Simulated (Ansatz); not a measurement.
Species: C$_{4}$H$_{7}$O, charge 0, multiplicity 2. It need not be the lowest isomer of its formula. 
Coordinates optimised at B3LYP-D3(BJ)/def2-TZVP (Ansatz, a program for electronic structure):
```
C
H 1 1.0800
C 1 1.4802 2 118.15
H 3 1.1043 1 112.08 2 -122.43
H 3 1.1043 4 102.92 1 120.61
C 1 1.4836 2 121.24 3 180.00
H 6 1.0895 1 111.88 2 0.00
H 6 1.0990 7 107.67 1 123.24
H 6 1.0990 7 107.67 8 113.52
C 3 1.5075 4 106.45 5 111.76
O 10 1.2027 3 125.22 4 125.36
H 10 1.1107 11 120.48 3 180.00
```
Charge 0, spin multiplicity 2.

Parts of the frozen-core correlation energy in STO-3G (Ansatz, hartree). Frozen orbitals: 5; correlated occupied orbitals by spin: 15 and 14; virtual: 12 and 13. UHF or UKS for open shells. Spin-orbit coupling is left out. Non-relativistic.

```csv
term,value
reference (HF),-227.46633
MP2 opposite-spin,___
MP2 same-spin,___
CCSD correlation,-0.31479
(T),___
T1 diagnostic,0.036
largest doubles amplitude,0.171
<S^2> of the reference,0.974
```

Task: Some entries are withheld; supply them.

Result: 
- MP2 opposite-spin, value: -0.19402
- MP2 same-spin, value: -0.03321
- (T), value: -0.00359
